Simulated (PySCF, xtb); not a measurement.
C3H7BO2, SMILES C[C@H]1OCB1O.

GFN2-xTB (xtb) at its own geometry gives an orbital gap of 4.69 eV and a dipole moment of 3.40 D.

Geometry optimised at B3LYP-D3(BJ)/def2-SVP. The structure was generated by enumeration; whether it is a known compound was not checked. One conformer was computed; it need not be the lowest.

### Question
What does M06-2X/def2-TZVP (PySCF) give? (The exact figures need the calculation; the answer reports its results.)

### Answer
gap 9.64 eV (levels -8.77 and 0.87 eV), dipole 2.59 D.
